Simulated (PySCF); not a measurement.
# Computed properties of Zn(F)(SiH3) (FH₃SiZn), SMILES [F][Zn][SiH3]

FH₃SiZn, SMILES [F][Zn][SiH3]. Geometry: B3LYP-D3(BJ)/def2-TZVP. One conformer was computed; it need not be the lowest. All values are computed for the isolated molecule unless a solvent is named; none is compared with measurement here.

**Structure.** The optimised structure has C3v symmetry. All 12 harmonic modes at B3LYP-D3(BJ)/def2-TZVP (PySCF) are real, so it is a minimum. With heavy atoms numbered as in [Zn:1]([F:2])[SiH3:3], the shortest bond between them is Zn1–F2 at 1.772 Å and the longest Zn1–Si3 at 2.342 Å.

**Vibrations.** The strongest infrared lines (harmonic, unscaled, degenerate partners summed) lie at 873 cm⁻¹ (236 km/mol, H 91 %, Si 9 %), 2227 cm⁻¹ (158 km/mol, H 96 %), 641 cm⁻¹ (120 km/mol, F 72 %, Zn 27 %). The softest mode is at 112 cm⁻¹ and the zero-point energy is 16.6 kcal/mol.

**Electronic structure.** B3LYP/def2-TZVPD (PySCF) places the frontier levels at -8.34 and -1.27 eV, a gap of 7.07 eV, and gives a dipole moment of 2.72 D and a mean polarisability of 56.7 bohr³.

**Excitations.** TDA-PBE0/def2-SVPD (PySCF) has S1 at 6.58 eV (189 nm, f = 0.232, bright); the most intense of the 10 singlets computed lies at 6.92 eV (f = 0.46). Strengths of degenerate partners are summed. T1 (TDA) is at 5.39 eV, 1.19 eV under S1. No vertical singlet excitation falls in the visible range (under 3.1 eV).

**NMR.** GIAO shifts at HF/pcSseg-1 (PySCF) (non-relativistic, atoms alike by connectivity averaged): ¹H at 3.1 ppm against TMS; ²⁹Si at -125.6 ppm against TMS; ¹⁹F at -189.3 ppm against CFCl3.
